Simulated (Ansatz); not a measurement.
The cluster Na₂₁⁻. Charge -1, multiplicity 1. Geometry PBE/def2-SVP; atoms count from 1.

```xyz
21

Na    5.393   -1.511    3.539
Na    3.010   -4.900   -1.275
Na   -2.872   -5.463   -5.001
Na   -1.395    1.029   -2.661
Na    5.393   -4.358    1.411
Na    2.011   -0.053    2.901
Na    1.358    1.298   -0.214
Na    4.372    1.372    5.186
Na    0.119   -5.281   -3.278
Na   -2.362   -2.589   -3.099
Na   -0.909    5.583    2.614
Na   -3.979    5.108    1.003
Na   -1.468   -0.844    0.230
Na   -1.070    3.805   -0.598
Na    1.015   -1.941   -2.055
Na   -3.952    1.586    0.436
Na   -4.780   -0.115   -2.588
Na   -4.244    3.432   -2.408
Na    1.962    3.477    3.143
Na   -1.156    1.990    2.408
Na    3.555   -1.624    0.308
```

Single mean-field runs in def2-TZVP are fitted with def2-universal-jkfit. The restricted singlet is unstable towards broken spin symmetry in Hartree–Fock (as tested in another run); at PBE0/def2-TZVP this wasn't settled. Another isomer (singlet) lies 1.18 eV lower at PBE0/def2-TZVP; other spin states weren't run for this one.

Question: Estimate the Mulliken populations from the PBE0/def2-TZVP orbitals of Ansatz.

Answer: 
| atom | charge (e) |
| --- | --- |
| Na1 | -0.12 |
| Na2 | -0.14 |
| Na3 | -0.34 |
| Na4 | 0.00 |
| Na5 | -0.24 |
| Na6 | 0.15 |
| Na7 | -0.04 |
| Na8 | -0.26 |
| Na9 | -0.03 |
| Na10 | 0.26 |
| Na11 | -0.19 |
| Na12 | -0.17 |
| Na13 | -0.02 |
| Na14 | 0.14 |
| Na15 | 0.07 |
| Na16 | 0.06 |
| Na17 | -0.18 |
| Na18 | -0.16 |
| Na19 | -0.04 |
| Na20 | 0.05 |
| Na21 | 0.21 |
Mulliken values and Mayer orders depend strongly on the basis.

Question: And the Mayer bond orders between bonded heavy atoms (over 0.3)?

Answer: Na1–Na5 0.43 (3.55 Å); Na1–Na8 0.47 (3.47 Å); Na2–Na5 0.34 (3.63 Å); Na2–Na9 0.37 (3.54 Å); Na3–Na9 0.49 (3.46 Å); Na11–Na12 0.41 (3.50 Å); Na11–Na19 0.33 (3.60 Å); Na17–Na18 0.34 (3.59 Å).
